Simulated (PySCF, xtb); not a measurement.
GaCl₂, SMILES [Ga+]([Cl])[Cl], charge +1.

xtb with GFN2-xTB at its own geometry gives an orbital gap of 3.13 eV.

Geometry: r2SCAN-D4/def2-TZVP. The multiplicity is an assumed one; other spin states were not compared. The isomer is the one that the SMILES or the coordinates give; other isomers of the formula were not compared.

Task: What does M06-2X/def2-TZVPD (PySCF) give? (An estimate is asked for; the answer gives what the named calculation found.)

Result: gap 9.11 eV (levels -17.14 and -8.02 eV).
